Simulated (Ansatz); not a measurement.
C4H9Al, SMILES `C[CH]1[CH2][Al]1[CH3]`, relaxed with RKS PBE0-D4/def2-TZVP in the Gaussian-basis code of Ansatz from a PBE-D4/def2-SVP geometry. The force threshold is 0.005 eV/Å; the program also tests the step.

Charge 0, multiplicity 1.

Start:

```xyz
14

C    -1.311    1.792   -0.064
C    -0.682    0.525   -0.618
C     0.833    0.581   -1.101
Al    0.465   -0.834    0.162
C     0.946   -2.390    1.255
H    -1.415    2.581   -0.846
H    -2.323    1.602    0.351
H    -0.705    2.233    0.756
H    -1.315    0.082   -1.418
H     1.378    1.448   -0.668
H     1.021    0.540   -2.192
H     2.033   -2.426    1.473
H     0.689   -3.316    0.697
H     0.387   -2.418    2.212
```

**Question.** How much energy does the relaxation release, and in how many steps? (Estimate.)

**Answer.** The calculation gave: 5.91 kJ/mol, in 8 steps.

**Question.** Which bonds change most? (An estimate is asked.)

**Answer.** Computed: C2–Al4 from 1.942 to 1.914 Å; C3–Al4 from 1.932 to 1.906 Å; C3–H11 from 1.108 to 1.089 Å; C3–H10 from 1.112 to 1.093 Å.

**Question.** Give the relaxed structure. (Estimate.)

**Answer.** Ansatz gave: 
```xyz
14

C    -1.290    1.760   -0.049
C    -0.685    0.503   -0.626
C     0.831    0.580   -1.094
Al    0.462   -0.822    0.144
C     0.930   -2.356    1.244
H    -1.377    2.551   -0.805
H    -2.289    1.576    0.357
H    -0.683    2.165    0.767
H    -1.303    0.105   -1.437
H     1.340    1.460   -0.693
H     1.010    0.510   -2.166
H     1.996   -2.378    1.479
H     0.694   -3.278    0.701
H     0.363   -2.375    2.177
```
